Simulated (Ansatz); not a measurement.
Reaction (SMILES): C=[SiH2] (CH2-SiH2) → C=[SiH-] + H+
B3LYP-D3(BJ)/def2-TZVP geometries, fixed; electronic energies without zero-point terms.

Basis-set convergence of the deprotonation energy at HF with Ansatz (a first-principles code). Cartesian d functions, on some or all atoms, in 6-31+G*, 6-311G**; all else is spherical. A restricted Hartree-Fock determinant is unstable towards unrestricted orbitals. The proton leaves the site shown, which need not be the most acidic. No added dispersion term, no relativity. Functions are those of the species that has most. Reference: the value in aug-pcseg-3, 368.18 kcal/mol, itself unsure by roughly 0.19 kcal/mol (its mean distance from aug-cc-pV(Q+d)Z, def2-QZVPPD). Deviations are taken from unrounded values.

| basis | functions | deprotonation energy (kcal/mol) | minus reference (kcal/mol) |
|---|---|---|---|
| STO-3G | 18 | 483.15 | 114.97 |
| 6-31G | 30 | 363.42 | -4.76 |
| 6-31+G* | 50 | 364.67 | -3.51 |
| def2-SVP | 52 | 373.19 | 5.02 |
| cc-pV(D+d)Z | 57 | 373.77 | 5.60 |
| 6-311G** | 69 | 371.00 | 2.82 |
| def2-SVPD | 76 | 370.02 | 1.85 |
| aug-pcseg-1 | 86 | 366.44 | -1.74 |
| aug-cc-pV(D+d)Z | 91 | 366.20 | -1.98 |
| cc-pV(T+d)Z | 125 | 372.06 | 3.88 |
| def2-TZVPP | 129 | 370.85 | 2.67 |
| jun-cc-pV(T+d)Z | 143 | 367.69 | -0.49 |
| def2-TZVPPD | 153 | 369.02 | 0.84 |
| 6-311++G(3df,3pd) | 158 | 367.94 | -0.24 |
| aug-cc-pV(T+d)Z | 193 | 367.75 | -0.43 |
| aug-cc-pV(Q+d)Z | 353 | 368.15 | -0.03 |
| aug-pcseg-3 | 370 | 368.18 | 0.00 |
| cc-pV(5+d)Z | 411 | 369.11 | 0.93 |
